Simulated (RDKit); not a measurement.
RDKit input (MMFF94):

```python
from rdkit import Chem
from rdkit.Chem import AllChem, rdDetermineBonds

mol = Chem.MolFromXYZFile('mol.xyz')
rdDetermineBonds.DetermineBonds(mol, charge=1)
print('SMILES', Chem.MolToSmiles(Chem.RemoveHs(mol)))
ff = AllChem.MMFFGetMoleculeForceField(mol, AllChem.MMFFGetMoleculeProperties(mol))
e0 = ff.CalcEnergy()
flag = ff.Minimize(maxIts=5000, forceTol=1e-5)
print(f'energy {e0:.4f} -> {ff.CalcEnergy():.4f} kcal/mol, converged: {flag == 0}')
print(Chem.MolToXYZBlock(mol))
```
mol.xyz:
```
12

N     -0.60833500     1.53921900     0.08614500
Si    -0.10075700    -0.01909400     0.42335000
N     -1.01703800    -1.20724800    -0.34003400
N      1.59550500    -0.26179200    -0.46398600
H     -1.11254300     1.81004900    -0.74442300
H     -0.58111700     2.27572400     0.77473100
H      0.35877100    -0.16384000     1.80914600
H     -1.99909200    -1.04862700    -0.51515400
H     -0.81641500    -2.19532500    -0.29239700
H      1.47384300    -0.20466600    -1.47699600
H      2.26055200     0.46481700    -0.19269400
H      2.03566400    -1.16207100    -0.26399300
```

Output:

```
SMILES N[SiH](N)[NH3+]
energy -241.1356 -> -274.5792 kcal/mol, converged: True
12

N     -0.126274    1.470660    0.144410
Si     0.098232   -0.139439    0.438239
N     -0.993443   -0.832528   -0.588703
N      1.500320   -0.317859   -0.476869
H     -0.750879    1.598728   -0.651569
H     -0.613641    1.917537    0.922062
H      0.160636   -0.582117    1.823255
H     -1.933094   -0.480156   -0.400902
H     -1.083740   -1.834360   -0.412505
H      1.181018   -0.569770   -1.412732
H      1.922844    0.612029   -0.496921
H      2.127059   -1.015578   -0.084072
```

The dipole moment of an ion depends on the origin.

The geometry given is a B3LYP-D3(BJ)/def2-TZVP minimum.
